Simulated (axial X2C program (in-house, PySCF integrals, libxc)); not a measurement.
# SbI at several levels of theory

Calculated with an axial X2C code built on PySCF integrals. Spin-free means the one-electron spin-free X2C Hamiltonian; two-component (2c) means X2C with spin–orbit coupling and atomic mean-field two-electron Coulomb and Gaunt terms, so the difference of the two also holds small scalar two-electron terms. Basis: I dyall-cv3z [11s12p8d4f1g], Sb dyall-cv3z [11s12p8d4f1g] (cores contracted in-house); Gaussian nuclei, density fitting, unrestricted open shells. Masses: I 126.904 u, Sb 120.904 u.

The run was started with this input:
```json
{"zs": [53, 51], "q": 0, "bas": ["dyall-cv3z", "dyall-cv3z"], "levels": ["PBE0", "HF", "r2SCAN"], "cc": true, "r0": 2.73, "thr": -1.0, "nmax": 90, "npts": 10, "nst": 2, "ntry": 6}
```
```bash
python so2c.py task.json out
```

Keys: zs atomic numbers; q charge; bas basis sets; levels methods; cc coupled cluster on or off; r0 starting distance in Å; thr threshold in hartree for freezing inner shells (an s shell follows its p shell); nmax most natural virtual spinors; npts points on the curve; nst determinants followed; ntry starts of the search. HF also brings MP2.

State, spin-free: M_S = 1, Λ = 0 (beyond evenly filled blocks: π+α, π-α); electrons by block: σα: 21, σβ: 21, π+α: 12, π+β: 11, π-α: 12, π-β: 11, δ+α: 4, δ+β: 4, δ-α: 4, δ-β: 4. Fragments: I + Sb.

State, 2c: Ω = 1 (⟨Sz⟩ = 1.00, ⟨Lz⟩ = 0.00 at PBE0); electrons by block: 1/2: 32, -1/2: 33, 3/2: 16, -3/2: 15, 5/2: 4, -5/2: 4. Fragments: I + Sb.

| Hamiltonian | level | Re (Å) | ωe (cm⁻¹) | ωexe (cm⁻¹) | Be (cm⁻¹) | αe (cm⁻¹) | De (eV) | D0 (eV) | μ (D) |
| --- | --- | --- | --- | --- | --- | --- | --- | --- | --- |
| spin-free | PBE0 | 2.685 | 210.6 | 0.41 | 0.03778 | 9.81e-05 | 2.43 | 2.41 | 1.42 |
| spin-free | HF | 2.723 | 204.4 | n/a | 0.03671 | 9.21e-05 | 1.06 | 1.05 | 2.15 |
| spin-free | MP2 | 2.705 | 208.6 | n/a | 0.0372 | 9.57e-05 | 2.08 | 2.07 | n/a |
| spin-free | CCSD | 2.715 | 205.0 | 0.397 | 0.03694 | 9.78e-05 | 1.96 | 1.95 | n/a |
| spin-free | CCSD(T) | 2.718 | 203.7 | 0.387 | 0.03687 | 9.89e-05 | 2.06 | 2.05 | n/a |
| spin-free | r2SCAN | 2.692 | 208.4 | 0.418 | 0.03757 | 9.91e-05 | 2.47 | 2.45 | 1.31 |
| 2c | PBE0 | 2.692 | 207.0 | 0.429 | 0.03757 | 0.000101 | 2.13 | 2.11 | 1.36 |
| 2c | r2SCAN | 2.699 | 205.3 | 0.433 | 0.03739 | 0.000102 | n/a | n/a | 1.26 |

Correlated methods: 12 electrons correlated (number of frozen shells: I 4 s, 3 p, 2 d; Sb 4 s, 3 p, 2 d), 306 virtual spin orbitals or spinors in MP2, 89 natural virtuals in coupled cluster.

Dipoles are positive if Sb is the positive end.

The state is a single determinant with fixed occupations, the lowest that a limited PBE0 search found. De is counted from the lowest determinant-based energies of the atoms at the same level, without counterpoise correction. De is not given where an atomic determinant may have missed its ground term or J level, or where the truncated virtual space spoils (T). Density functionals use the spin component along the axis (collinear). CCSD and (T) use frozen natural virtuals with an MP2 correction for the truncation; (T) itself is uncorrected, so its De runs slightly low. PBE0 can misorder states that lie within some tenths of an eV, so this need not be the ground state of the molecule. The nearest other spin-free determinant of the search, M_S = 0, Λ = 2, lies 0.76 eV up at the distance of the search. The functionals have no current-density term, which raises determinants with orbital currents, atoms included. With several unpaired electrons one determinant need not be a pure state. Open-shell Ω = 0 determinants with evenly filled partner blocks cannot be reached by this program, so the Ω shown need not be the lowest component. This is the Ω = 1 component of a π² triplet; the 0⁺ component is not one determinant and can lie lowest. The determinant is spin-polarised beyond a pure state at some levels (its spin-free form has ⟨S²⟩ too high), which makes Re and μ there less reliable. With the outer-core shells frozen, correlated bond lengths of heavy atoms tend to come out a few hundredths of an ångström too long.

No reliable constants came from CCSD (2c), CCSD(T) (2c), HF (2c), MP2 (2c): no minimum in range, unconverged points, a curve that is not smooth, a change of character along it, or the two Hamiltonians disagreeing along it.

Rough cost a point (2c) on 1 thread(s) of a shared host, integrals apart: PBE0 1.4 s, r2SCAN 0.9 s.

The whole task took 2.9 min on 1 thread of Arm Neoverse V2, with other jobs on the host.
